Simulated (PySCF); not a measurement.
C2H4N, multiplicity 2. Atoms are numbered in the order given.

```xyz
7

C     -0.0626    -1.3134     0.0000
N      0.4565    -0.2178     0.0000
C     -0.1441     1.1103     0.0000
H     -1.1188    -1.6270     0.0000
H      0.2006     1.6518    -0.8810
H      0.2006     1.6518     0.8810
H     -1.2381     1.0667     0.0000
```
Charge 0, spin multiplicity 2.

Geometry optimised at B3LYP-D3(BJ)/def2-TZVP. The isomer is the one that the SMILES or the coordinates give; other isomers of the formula were not compared.

Level of theory: r2SCAN/def2-TZVPD run with PySCF.

Mulliken values depend strongly on the basis, most of all with diffuse functions as here. ESP charges are fitted to the potential on shells at 1.4 to 2.0 van der Waals radii. Atomic charges (e):

```
atom  Mulliken  ESP fit  Mulliken spin
----  --------  -------  -------------
C1       -0.08    -0.22           0.71
N2       -0.18    -0.19           0.02
C3       -0.58     0.09           0.12
H4        0.18     0.20           0.17
H5        0.21     0.05          -0.01
H6        0.21     0.05          -0.01
H7        0.24     0.03           0.01
```
